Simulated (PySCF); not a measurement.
Trichloro(naphthyl)silane, C10H7Cl3Si.
SMILES with atom numbers: `[Cl:1][Si:2]([Cl:3])([Cl:4])[c:5]1[cH:6][cH:7][cH:8][c:9]2[cH:10][cH:11][cH:12][cH:13][c:14]12` (hydrogens: H15 on C6; H16 on C7; H17 on C8; H18 on C10; H19 on C11; H20 on C12; H21 on C13)

Theory: PBE0-D3(BJ)/def2-SVP geometry optimisation, gas phase in PySCF 2.14.0.

**Question.** List the bond lengths, angles and torsions at this level.

**Answer.** 
```json
{"bond": "Cl1–Si2, Si2–Cl3, Si2–Cl4", "length (pm)": "205.4"}
{"bond": "Si2–C5", "length (pm)": "185.5"}
{"bond": "C5–C6", "length (pm)": "138.5"}
{"bond": "C6–C7", "length (pm)": "141.1"}
{"bond": "C7–C8", "length (pm)": "137.3"}
{"bond": "C8–C9", "length (pm)": "141.9"}
{"bond": "C9–C10", "length (pm)": "141.8"}
{"bond": "C10–C11", "length (pm)": "137.4"}
{"bond": "C11–C12", "length (pm)": "141.2"}
{"bond": "C12–C13", "length (pm)": "137.6"}
{"bond": "C13–C14", "length (pm)": "141.9"}
{"bond": "C5–C14", "length (pm)": "143.5"}
{"bond": "C9–C14", "length (pm)": "143.1"}
{"bond": "C6–H15", "length (pm)": "109.2"}
{"bond": "C7–H16", "length (pm)": "109.2"}
{"bond": "C8–H17", "length (pm)": "109.3"}
{"bond": "C10–H18", "length (pm)": "109.3"}
{"bond": "C11–H19", "length (pm)": "109.2"}
{"bond": "C12–H20", "length (pm)": "109.2"}
{"bond": "C13–H21", "length (pm)": "109.1"}
```

Bonds in one row agree within 1 pm and their mean is given. A selection of angles:
```json
{"angle": "Cl1–Si2–Cl3", "degrees": "107.5"}
{"angle": "Cl1–Si2–C5", "degrees": "110.3"}
{"angle": "Cl3–Si2–C5", "degrees": "112.0"}
{"angle": "Si2–C5–C6", "degrees": "118.2"}
{"angle": "Si2–C5–C14", "degrees": "122.2"}
{"angle": "C6–C5–C14", "degrees": "119.6"}
{"angle": "C5–C6–C7", "degrees": "121.4"}
{"angle": "C5–C6–H15", "degrees": "119.8"}
{"angle": "C7–C6–H15", "degrees": "118.8"}
{"angle": "C6–C7–C8", "degrees": "119.9"}
{"angle": "C6–C7–H16", "degrees": "119.5"}
{"angle": "C8–C7–H16", "degrees": "120.5"}
{"angle": "C7–C8–C9", "degrees": "120.9"}
{"angle": "C7–C8–H17", "degrees": "120.5"}
{"angle": "C9–C8–H17", "degrees": "118.6"}
{"angle": "C8–C9–C10", "degrees": "121.1"}
{"angle": "C8–C9–C14", "degrees": "119.4"}
{"angle": "C10–C9–C14", "degrees": "119.5"}
{"angle": "C9–C10–C11", "degrees": "120.9"}
{"angle": "C9–C10–H18", "degrees": "118.6"}
{"angle": "C11–C10–H18", "degrees": "120.6"}
{"angle": "C10–C11–C12", "degrees": "119.8"}
{"angle": "C10–C11–H19", "degrees": "120.3"}
{"angle": "C12–C11–H19", "degrees": "119.9"}
{"angle": "C11–C12–C13", "degrees": "120.6"}
{"angle": "C11–C12–H20", "degrees": "119.7"}
{"angle": "C13–C12–H20", "degrees": "119.7"}
{"angle": "C12–C13–C14", "degrees": "121.1"}
{"angle": "C12–C13–H21", "degrees": "119.0"}
{"angle": "C14–C13–H21", "degrees": "119.9"}
{"angle": "C5–C14–C13", "degrees": "123.2"}
{"angle": "C5–C14–C9", "degrees": "118.7"}
{"angle": "C9–C14–C13", "degrees": "118.0"}
```

Dihedral angles: Cl1–Si2–C5–C6 1° (synperiplanar). The mirror-image conformer, all signs reversed, is as good.

Of the pairs four or more bonds apart, Si2···H21 is among the closest relative to their van der Waals radii: 2.77 Å, 84 % of the sum of Bondi's values. Si2 (chlorine-bound silicon) is tetrahedral (angles from 107.1° to 112.4°). The 6-membered ring C5–C6–C7–C8–C9–C14 has internal angles of 118.7° to 121.4° (sum 720°, against 720° for a flat polygon); it is planar, 0.00 Å rms from its mean plane, widest ring torsion 0°. All 3 Cl–Si bonds measure 2.054 Å. The C–C distances run from 1.373 Å (C7–C8, aromatic) to 1.435 Å (C5–C14, aromatic), a spread of 0.062 Å. The 6-membered ring C9–C10–C11–C12–C13–C14 has internal angles of 118.0° to 121.1° (sum 720°, against 720° for a flat polygon); it is planar, 0.00 Å rms from its mean plane, widest ring torsion 0°.

Point group: near Cs, missed by 0.08 Å at most; the miss may be what the optimiser left on a soft mode. Whether it is a minimum is left open (no frequencies).
